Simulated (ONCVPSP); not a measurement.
## Pseudopotential generation for Ni (Z = 28): ONCV, PBE, non-relativistic.

ONCVPSP 4.0.1 input, shortened (lines: element, Z, core and valence counts, functional; n l f; lmax; l rc ep ncon nbas qcut; lloc lpopt rc5 dvloc0; l nproj debl; icmod fcfact rcfact), PBE, non-relativistic:

```
  Ni 28.00    5    2        4      upf
    1    0    2.00
    2    0    2.00
    2    1    6.00
    3    0    2.00
    3    1    6.00
    3    2    8.00
    4    0    0.50
    2
    0    2.00    0.00    5    8    2.60
    1    2.05    0.24    3    6    3.50
    2    1.25    0.00    3    8   10.80
    4    5    0.90    4.00
    0    2    3.40
    1    1    2.30
    2    1    2.40
    3    1.75    1.50
```

In the p channel the program set the typed energies aside and used 0.050 Ha.

All-electron outer shells of the reference configuration (PBE, non-relativistic, ld1.x):

```json
{"shell": "3p", "level (eV)": "-84.85", "outermost node (bohr)": "0.27", "outermost maximum (bohr)": "0.65"}
{"shell": "3d", "level (eV)": "-23.22", "outermost node (bohr)": "–", "outermost maximum (bohr)": "0.63"}
{"shell": "4s", "level (eV)": "-17.04", "outermost node (bohr)": "0.93", "outermost maximum (bohr)": "2.10"}
```

What the tests gave:

| Quantity | Value |
| --- | --- |
| Cutoffs needed | 51 Ha and 58 Ha (the cutoffs (Ha) at which the residual kinetic energy of the hardest occupied pseudo-wave falls to 1 and 0.1 mHa per electron) |
| Ghost test | ghosts flagged at negative energy: s at -8.0 eV (a further GHOST(-) flag falls on a real empty level of the atom); GHOST(+) flagged for p at 14.6 eV; a true bound ghost makes a file unfit for plane-wave use |
| Configuration tests | 1 of 4 tests not solved or not reliable |
| rms error of d²Exc/dni dnj | 10.01 mHa without and 5.70 mHa with the model core |

Generation and tests took about 1.9 s on one core of a shared server CPU.
